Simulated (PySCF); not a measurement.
C2H2BFO. Atoms are numbered in the order given.

```xyz
7

B      0.0236     0.4892     0.0000
C      0.0308    -1.0498     0.0000
C      0.0013    -2.2657     0.0000
H     -0.0124    -3.3406     0.0000
F      1.1707     1.1582     0.0000
O     -1.1154     1.2123     0.0000
H     -1.9111     0.6660     0.0000
```

Coordinates come from a B3LYP-D3(BJ)/def2-SVP optimisation. The values are those of a single conformer.

These are PBE/def2-TZVP in PySCF values and carry that method's errors.

The total energy is -277.19151 hartree. The point group is Cs and the highest occupied level comes out as -7.35 eV. The lowest empty level is -2.01 eV and the orbital gap is 5.33 eV. The dipole moment is 2.81 D. The quadrupole, principal values (traceless, Buckingham form, about the centre of nuclear charge) is -2.41, 0.30, 2.11 D·Å, the mean static polarisability is 38.8 bohr³ (5.75 Å³) and the polarisability, principal values comes out as 25.3, 33.7, 57.3 bohr³.
